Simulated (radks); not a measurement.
Effect of the nuclear size on neutral silver, [Kr] 4d10 5s1. Calculated with a radial shooting solver on a logarithmic mesh with Libxc functionals: Dirac Kohn-Sham, exchange-only LDA, spin-unpolarised, spherical densities, finite nucleus; Fermi nuclear charge, rms radius 4.5454 fm. The rms radius is varied about that value; shifts are against it.

| rms radius (fm) | total energy shift (eV) | density at nucleus (e/bohr^3) | 1s1/2 shift (meV) | 2s1/2 shift (meV) | 3p1/2 shift (meV) | 4s1/2 shift (meV) | 4p1/2 shift (meV) | 5s1/2 shift (meV) |
|---|---|---|---|---|---|---|---|---|
| 4.0818 | -0.544 | 1.472e+05 | -229 | -25.6 | 0.288 | -0.903 | 0.054 | -0.045 |
| 4.3999 | -0.176 | 1.457e+05 | -74.2 | -8.29 | 0.093 | -0.292 | 0.018 | -0.015 |
| 4.5454 | 0 | 1.451e+05 | 0.000 | 0.000 | 0.000 | 0.000 | 0.000 | 0.000 |
| 4.6863 | 0.175 | 1.445e+05 | 73.9 | 8.25 | -0.093 | 0.291 | -0.018 | 0.014 |
| 5.3408 | 1.05 | 1.42e+05 | 442 | 49.4 | -0.556 | 1.74 | -0.105 | 0.087 |

Slopes of the eigenvalues against <r^2> in GHz/fm^2, as finite differences over the two radii next to the reference (eigenvalue slopes, not the field-shift constants of lines): 1s1/2 13800, 2s1/2 1540, 3p1/2 -17.3, 4s1/2 54.2, 4p1/2 -3.27, 5s1/2 2.70.
